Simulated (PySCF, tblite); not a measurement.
Isomers of C4H7Cl2NSi, one GFN2-xTB conformer each. Single-point energies are computed at PBE0/pcSseg-1 (PySCF, gas phase, no added dispersion term), electronic only.

**Question.** Rank them by PBE0/pcSseg-1 energy, lowest first (kJ/mol).
A. `[CH2:1]=[CH:2][Si@H:3]([N:4]=[CH2:5])[CH:6]([Cl:7])[Cl:8]` with C1–C2–Si3–N4 -21°, C2–Si3–N4–C5 124°, C2–Si3–C6–Cl7 -58°
B. `[N:1]#[C:2][CH2:3][Si@@H:4]([Cl:5])[CH2:6][CH2:7][Cl:8]` with C2–C3–Si4–Cl5 -174°, C3–Si4–C6–C7 -23°, Si4–C6–C7–Cl8 -56°

**Answer.** B (0.0), A (235.4).

As drawn, the lower has a C≡N group, which the higher lacks; the higher has a C=N bond and a C=C bond outside aromatic rings, which the lower lacks. GFN2-xTB itself gives, in the same order: 0.0, 190.2. Both levels put the same isomer lowest.

**Question.** Which frontier levels, dipoles and rotational constants go with these structures?

**Answer.** 
```
               SMILES  HOMO (eV, PBE0/pcSseg-1)  LUMO (eV)  dipole (D)       A, B, C (MHz)
  N#CC[Si@@H](Cl)CCCl                     -8.67       0.03        2.05   1222, 1001, 694.2
C=C[Si@H](N=C)C(Cl)Cl                     -7.35      -1.32        3.26  1449, 918.6, 589.2
```

**Question.** What happens when harmonic zero-point energies from GFN2-xTB frequencies are added?

**Answer.** 
```
               SMILES  ZPE (kJ/mol)  electronic (kJ/mol)  with ZPE (kJ/mol)
  N#CC[Si@@H](Cl)CCCl         266.5                  0.0                0.0
C=C[Si@H](N=C)C(Cl)Cl         256.6                235.4              225.4
```

The zero-point energies span 9.9 kJ/mol. The order is unchanged.
